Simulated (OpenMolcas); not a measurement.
Cr4+ (d2) in a complex was computed by CASSCF with the d shell active (OpenMolcas, ANO-RCC-VDZP on the metal). Its lowest spin-free states, and all those of the highest spin:

```
2S+1  Degeneracy  E (cm-1)
   3           1       0.0
   3           3      8422
   3           3     14101
   1           2     14207
   1           3     21105
   1           1     22797
   3           3     24324
   1           3     24597
   1           2     29844
   1           3     31685
   1           1     51531
```

Is the site octahedral, tetrahedral or cube-like, axial, or of lower symmetry?

The states with 2S+1 = 3 have orbital degeneracies 1, 3, 3, 3. Threefold states need a cubic site. For d2 at this spin an octahedron puts the threefold T1 below the threefold T2 and a tetrahedron or cube puts the single A2 below the threefold T2, so the site is a tetrahedron or a cube, which this pattern cannot tell apart. The first gap at this spin, 8420 cm-1, is |10Dq| in ligand-field theory. The run had Cr4+ with 4 ligands (chloride) in tetrahedral coordination (Td) at 2.17 Å. Ligand basis ANO-RCC-VDZP.

Without dynamic correlation the repulsion within the d shell is too large (B by tens of per cent), so at a given field states of lower spin stand too high. The least metal-like active orbital is 76 % on the metal (Löwdin) and no ligand orbital is active, so the numbers are rough. Ligand-to-metal charge-transfer states are missing. With no ligand orbital active B as a rule stays too high, so bands that hang on it stand too high and its fall with covalency is understated. With metal d orbitals alone and no dynamic correlation the field as a rule comes out too small, by tens of per cent, by up to half for chloride and softer ligands. No measured value stands beside these numbers; the geometry is a model, was not optimised and need not be the one that this ion takes.
